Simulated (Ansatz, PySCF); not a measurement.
C$_{2}$H$_{7}$N, triplet, at the geometry of the source list (a higher spin typed on purpose: for a closed-shell molecule this is an excited state). Base run: PySCF with CCSD(T)/6-31G*.

The PySCF input:
```python
from pyscf import gto, scf, cc

mol = gto.M(
    atom='''
C     1.04930000    0.47290000   -0.01710000
C    -0.08340000   -0.53590000   -0.15270000
N    -1.36590000    0.14560000   -0.05470000
H     2.01030000   -0.01720000   -0.14770000
H     0.93970000    1.24960000   -0.76830000
H     1.02580000    0.93820000    0.96610000
H     0.04450000   -1.33070000    0.60370000
H    -0.04180000   -1.00560000   -1.13970000
H    -2.12890000   -0.51750000   -0.13890000
H    -1.44980000    0.60060000    0.84920000
''',
    basis='6-31g*',
    spin=2,
    verbose=4,
)

mf = scf.UHF(mol)
mf.kernel()

mycc = cc.CCSD(mf)
mycc.kernel()
et = mycc.ccsd_t()
print('E(CCSD(T)) = %.10f' % (mycc.e_tot + et))
```

The same geometry, method and basis name were run in Ansatz (a first-principles code) and PySCF, at each program's defaults and at the settings that a row names. The base is PySCF at its defaults. Differences at the defaults can come from grids, fitting, cores and function types together.

```tsv
code and settings	ΔE vs base (µEh)	basis functions	E (Eh)	SCF cycles	SCF-reference dipole (D)
PySCF, defaults (exact integrals, spherical functions, all electrons correlated)	0.0	56	-134.45911	17	2.41
Ansatz, defaults (factorised integrals, Cartesian functions, frozen core)	731	59	-134.45838	-	-
PySCF, frozen core	6272	56	-134.45284	17	2.41
Ansatz, high accuracy, frozen core, Cartesian functions as the basis file defines them	727	59	-134.45839	-	-
```

Open shells are given as the SCF converged; they aren't shown to be the lowest states, and a large step between rows can be another state.
